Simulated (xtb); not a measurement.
Sn(H)(F)(NH2)2 (FH₅N₂Sn), SMILES [NH2][SnH]([NH2])[F]. All values are semi-empirical tight-binding results from xtb (GFN2-xTB unless named), good for trends rather than for accurate numbers. Geometry optimised at GFN2-xTB. The structure was generated by enumeration; whether it is a known compound was not checked. Other conformers were not sampled.

For metal compounds this method's bond lengths and energies can be far off.

```yaml
orbital_gap: 4.24 eV
zero_point_energy: 34.4 kcal/mol
G − E(el) at 298.15 K (modified RRHO): 14.0 kcal/mol
```
